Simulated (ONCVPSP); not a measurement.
**aluminium: one change to an ONCV potential, before and after**

* Element: Al
* Generator: ONCVPSP 4.0.1
* Type: optimised norm-conserving Vanderbilt (ONCV)
* Functional: PBEsol
* Relativity: scalar-relativistic
* Frozen core: [Ne]
* Valence charge: 3
* Reference configuration: 3s2 3p0.75 (charge +0.25)
* Partial waves: 3s: rc 1.75 bohr, ncon 3, nbas 7, qcut 3.6 1/bohr, 2 projectors, debl 1.8 Ha; 3p: rc 1.80 bohr, ncon 4, nbas 7, qcut 4.4 1/bohr, 2 projectors, debl 3 Ha; d scattering state at 0.28 Ha: rc 1.90 bohr, ncon 4, nbas 9, qcut 4.3 1/bohr, 3 projectors, debl 1.4 Ha
* Local potential: polynomial inside 1.25 bohr (lpopt 5, dvloc0 6 Ha)
* Core correction: polynomial model core, fcfact 0.3

All-electron outer shells of the reference configuration (PBEsol, scalar-relativistic, ld1.x):

| shell | level (eV) | outermost node (bohr) | outermost maximum (bohr) |
| --- | --- | --- | --- |
| 2s | -109.68 | 0.16 | 0.50 |
| 2p | -71.37 | – | 0.43 |
| 3s | -9.33 | 0.80 | 2.06 |
| 3p | -4.13 | 0.82 | 2.58 |

Change: core correction Teter function, fcfact 2.25, rcfact 1.6.

Cutoffs: the cutoffs (Ha) at which the residual kinetic energy of the hardest occupied pseudo-wave falls to 1 and 0.1 mHa per electron; they do not see the model core or the augmentation charge, which bear on the density cutoff. Errors are all-electron minus pseudo energies relative to the spin-unpolarised reference configuration.

Question: Predict the effect on cutoff, ghosts and configuration errors.

Answer: The potential gets neither clearly harder nor softer (5.5 Ha and 23 Ha → 5.5 Ha and 23 Ha); of the 4 tests that both files solve, the error grows in 2 and shrinks in 0 by more than 15 % and 0.3 meV (median size 0.7 → 2.2 meV); neither file shows a bound ghost. A model core, the more so a compact one, raises the density cutoff, which this test does not measure.

```csv
quantity,base,changed
"cutoff, loose",5.5 Ha,5.5 Ha
"cutoff, tight",23 Ha,23 Ha
bound ghosts,none,none
GHOST(+) flags under 300 eV,none,none
"error for 3s2 3p1, meV [ΔE -0.85 eV]",0.0,+0.1
"error for 3s2 3p0, meV [ΔE 4.89 eV]",+0.3,-0.1
"error for 3s1 3p0, meV [ΔE 24.06 eV]",+6.9,-48
"error for 3s1 3p2, meV [ΔE 4.27 eV]",-1.0,-4.2
s: phases at 1.77 bohr within 0.05 rad from the reference energy up to (Ha; the scan ends near 5),3.7,3.7
p: phases at 1.83 bohr within 0.05 rad from the reference energy up to (Ha; the scan ends near 5),4.4,4.4
d: phases at 1.93 bohr within 0.05 rad from the reference energy up to (Ha; the scan ends near 5),to the end of the scan,to the end of the scan
"rms error of d²Exc/dni dnj with the model core, mHa",0.29,1.55
```

Base: The cutoffs count occupied waves only; projector 2 of the p channel, the hardest unoccupied one, needs 59 Ha at the loose tolerance. Changed file: The cutoffs count occupied waves only; projector 2 of the p channel, the hardest unoccupied one, needs 59 Ha at the loose tolerance.
